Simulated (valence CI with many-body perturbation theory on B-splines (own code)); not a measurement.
## Energy levels of In XLIII

Calculated by valence CI with perturbative core correlation (CI+MBPT): five valence electrons over a frozen Dirac-Fock core [He], radial functions for each j: 11 s, 11 p, 10 d, 8 f, 5 g, 2 h, with the one-electron correlation potential Σ1 (screened to all orders), the two-electron term Σ2, the three-electron term Σ3, Breit, model QED; selected single and double excitations, second order for the rest, scaled by the run's own slope (own B-spline code, finite nucleus).

No measured spectrum was set against this ion. As an estimate, large intervals hold to a few tenths of a per cent, small ones and those within an open d or f shell to about a per cent. Among the levels kept, up to 7100 cm⁻¹ of a level comes from second order outside the variational space, and about a tenth of that is noise between levels of different J, which matters for small intervals.

Levels 1 to 45 of 205, with energies above the lowest level, (2s^2 2p1/2^2 2p3/2) J=3/2. "Leading %" is the weight of the configuration and term that name the level; weights of strongly mixed levels are sums over their largest components and can fall short. In the jj column 3d3/2^4 stands for four electrons in 3d with j = 3/2. Lifetimes count E1, E2, E3, M1 and M2 decay at the calculated energies, and are blank where another channel may lead or the interval is too uncertain; long ones can be off by a factor of two.

| No. | Configuration | Term | J | E (× 10³ cm⁻¹) | Leading % | Lifetime | g | Leading jj |
| --- | --- | --- | --- | --- | --- | --- | --- | --- |
| 1 | 2s2 2p3 | 2P° | 3/2 | 0.00 | 45 |  | 1.383 | 2s^2 2p1/2^2 2p3/2 (99 %) |
| 2 | 2s2 2p3 | 4S° | 3/2 | 1651.7 | 53 | 11.1 ns | 1.433 | 2s^2 2p1/2 2p3/2^2 (99 %) |
| 3 | 2s2 2p3 | 2D° | 5/2 | 1800.9 | 100 | 63.5 ns | 1.184 | 2s^2 2p1/2 2p3/2^2 (100 %) |
| 4 | 2s2 2p3 | 2P° | 1/2 | 2016.6 | 100 | 15.2 ns | 0.646 | 2s^2 2p1/2 2p3/2^2 (100 %) |
| 5 | 2s 2p4 | 4P | 5/2 | 3190.2 | 78 | 8.66 ps | 1.495 | 2s 2p1/2^2 2p3/2^2 (98 %) |
| 6 | 2s 2p4 | 2S | 1/2 | 3671.1 | 57 | 2.25 ps | 2.151 | 2s 2p1/2^2 2p3/2^2 (97 %) |
| 7 | 2s2 2p3 | 2P° | 3/2 | 3676.6 | 54 | 5.28 ns | 1.277 | 2s^2 2p3/2^3 (99 %) |
| 8 | 2s 2p4 | 2P | 3/2 | 3683.0 | 39 | 1.38 ps | 1.226 | 2s 2p1/2^2 2p3/2^2 (96 %) |
| 9 | 2s 2p4 | 4P | 3/2 | 4999.3 | 74 | 2.59 ps | 1.519 | 2s 2p1/2 2p3/2^3 (97 %) |
| 10 | 2s 2p4 | 2D | 5/2 | 5234.8 | 78 | 2.64 ps | 1.274 | 2s 2p1/2 2p3/2^3 (98 %) |
| 11 | 2s 2p4 | 2P | 1/2 | 5482.9 | 58 | 1.00 ps | 1.451 | 2s 2p1/2 2p3/2^3 (94 %) |
| 12 | 2s 2p4 | 2P | 3/2 | 5577.3 | 53 | 962 fs | 1.079 | 2s 2p1/2 2p3/2^3 (98 %) |
| 13 | 2s 2p4 | 2S | 1/2 | 7278.7 | 37 | 1.09 ps | 1.687 | 2s 2p3/2^4 (96 %) |
| 14 | 2p5 | 2P° | 3/2 | 7281.1 | 99 | 900 fs | 1.319 | 2p1/2^2 2p3/2^3 (99 %) |
| 15 | 2p5 | 2P° | 1/2 | 9081.4 | 100 | 682 fs | 0.646 | 2p1/2 2p3/2^4 (100 %) |
| 16 | 2s2 2p2 3s | 4P | 1/2 | 29954 | 50 | 32.0 fs | 2.029 | 2s^2 2p1/2^2 3s (99 %) |
| 17 | 2s2 2p2 3p | 2P° | 1/2 | 30420 | 42 | 3.14 ps | 0.660 | 2s^2 2p1/2^2 3p1/2 (99 %) |
| 18 | 2s2 2p2 3p | 2P° | 3/2 | 31002 | 30 | 2.79 ps | 1.334 | 2s^2 2p1/2^2 3p3/2 (98 %) |
| 19 | 2s2 2p2 3d | 2D | 3/2 | 31466 | 38 | 21.8 fs | 0.785 | 2s^2 2p1/2^2 3d3/2 (99 %) |
| 20 | 2s2 2p2 3s | 4P | 3/2 | 31643 | 88 | 46.1 fs | 1.671 | 2s^2 2p1/2 2p3/2 3s (99 %) |
| 21 | 2s2 2p2 3d | 2D | 5/2 | 31663 | 31 | 4.36 fs | 1.212 | 2s^2 2p1/2^2 3d5/2 (90 %) |
| 22 | 2s2 2p2 3s | 2P | 1/2 | 31695 | 67 | 20.9 fs | 1.294 | 2s^2 2p1/2 2p3/2 3s (99 %) |
| 23 | 2s2 2p2 3s | 2D | 5/2 | 31775 | 55 | 58.8 fs | 1.330 | 2s^2 2p1/2 2p3/2 3s (91 %) |
| 24 | 2s2 2p2 3s | 2D | 3/2 | 31800 | 61 | 22.0 fs | 0.993 | 2s^2 2p1/2 2p3/2 3s (99 %) |
| 25 | 2s2 2p2 3p | 4P° | 1/2 | 32105 | 45 | 3.92 ps | 1.707 | 2s^2 2p1/2 2p3/2 3p1/2 (99 %) |
| 26 | 2s2 2p2 3p | 4D° | 3/2 | 32147 | 55 | 4.37 ps | 1.146 | 2s^2 2p1/2 2p3/2 3p1/2 (99 %) |
| 27 | 2s2 2p2 3p | 2F° | 5/2 | 32236 | 44 | 3.24 ps | 1.092 | 2s^2 2p1/2 2p3/2 3p1/2 (99 %) |
| 28 | 2s2 2p2 3p | 2P° | 3/2 | 32405 | 39 | 830 fs | 1.361 | 2s^2 2p1/2 2p3/2 3p1/2 (97 %) |
| 29 | 2s2 2p2 3p | 4D° | 5/2 | 32622 | 49 | 1.01 ps | 1.432 | 2s^2 2p1/2 2p3/2 3p3/2 (93 %) |
| 30 | 2s2 2p2 3p | 4P° | 1/2 | 32663 | 36 | 2.46 ps | 1.663 | 2s^2 2p1/2 2p3/2 3p3/2 (98 %) |
| 31 | 2s2 2p2 3p | 2D° | 3/2 | 32707 | 51 | 2.41 ps | 1.186 | 2s^2 2p1/2 2p3/2 3p3/2 (98 %) |
| 32 | 2s2 2p2 3p | 2F° | 7/2 | 32758 | 60 | 3.61 ps | 1.246 | 2s^2 2p1/2 2p3/2 3p3/2 (99 %) |
| 33 | 2s2 2p2 3p | 2P° | 3/2 | 32799 | 38 | 238 fs | 1.385 | 2s^2 2p1/2 2p3/2 3p3/2 (91 %) |
| 34 | 2s2 2p2 3p | 2D° | 5/2 | 32872 | 51 | 337 fs | 1.234 | 2s^2 2p1/2 2p3/2 3p3/2 (86 %) |
| 35 | 2s2 2p2 3p | 2P° | 1/2 | 32976 | 83 | 410 fs | 0.670 | 2s^2 2p1/2 2p3/2 3p3/2 (96 %) |
| 36 | 2s 2p3 3s | 6S° | 5/2 | 32993 | 35 | 95.7 fs | 1.632 | 2s 2p1/2^2 2p3/2 3s (77 %) |
| 37 | 2s 2p3 3s | 4S° | 3/2 | 33129 | 34 | 27.5 fs | 1.536 | 2s 2p1/2^2 2p3/2 3s (89 %) |
| 38 | 2s2 2p2 3d | 4F | 3/2 | 33162 | 42 | 12.0 fs | 0.935 | 2s^2 2p1/2 2p3/2 3d3/2 (97 %) |
| 39 | 2s2 2p2 3d | 4F | 5/2 | 33177 | 55 | 26.7 fs | 0.977 | 2s^2 2p1/2 2p3/2 3d3/2 (96 %) |
| 40 | 2s2 2p2 3d | 4D | 1/2 | 33187 | 80 | 24.5 fs | 0.229 | 2s^2 2p1/2 2p3/2 3d3/2 (99 %) |
| 41 | 2s2 2p2 3d | 4F | 7/2 | 33268 | 52 | 476 fs | 1.093 | 2s^2 2p1/2 2p3/2 3d3/2 (73 %) |
| 42 | 2s2 2p2 3d | 4D | 7/2 | 33296 | 49 | 180 fs | 1.272 | 2s^2 2p1/2 2p3/2 3d5/2 (79 %) |
| 43 | 2s2 2p2 3d | 2F | 5/2 | 33318 | 33 | 3.42 fs | 1.210 | 2s^2 2p1/2 2p3/2 3d3/2 (62 %) |
| 44 | 2s2 2p2 3d | 4D | 3/2 | 33351 | 37 | 5.03 fs | 1.090 | 2s^2 2p1/2 2p3/2 3d3/2 (51 %) |
| 45 | 2s2 2p2 3d | 4P | 3/2 | 33406 | 40 | 3.12 fs | 1.465 | 2s^2 2p1/2 2p3/2 3d5/2 (52 %) |

The ionisation energy to 2s2 2p2 3P_0 of the next ion comes out as 6764.9 eV (NIST: 6770 ± 50 eV (semi-empirical)). All 205 levels together are meant to be complete up to 37877 × 10³ cm⁻¹.
